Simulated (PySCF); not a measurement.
## Adding and removing an electron: SrTl

TPSSh; PySCF, scalar-relativistic core potentials, basis sets Sr def2-SVPD with ECP28, Tl def2-SVPD with ECP60. Neutral (UKS): doublet (π ↑), Re = 3.447 Å, ωe = 84.6 cm⁻¹, De = 0.59 eV, HOMO -3.05 eV, LUMO -2.27 eV.

SrTl⁺ (UKS): singlet (closed shell), Re = 3.850 Å, ωe = 69.9 cm⁻¹. The energies at the minima are -203.12887 hartree for SrTl and -202.96102 for SrTl⁺.

Question: Work out the adiabatic ionisation energy, without and with harmonic zero-point energies (1 hartree = 27.2114 eV, 1 eV = 8065.5 cm⁻¹), and the change of the bond length.

Answer: At TPSSh: 0.16785 hartree = 4.567 eV between the minima; the zero-point term (69.9 − 84.6)/2 cm⁻¹ = -0.001 eV makes it 4.567 eV. Re changes by +40.3 pm against the neutral. The electron leaves a π orbital, and the longer bond of the ion fits a bonding orbital, or a change in how ionic the bond is.

Closed-shell solutions of metal pairs were not tested for spin polarisation, which can lower them a little. These are scalar-relativistic numbers at best; spin–orbit coupling would shift them, the dissociation energy most. States were picked by a PBE0 search and need not be the measured ground states.
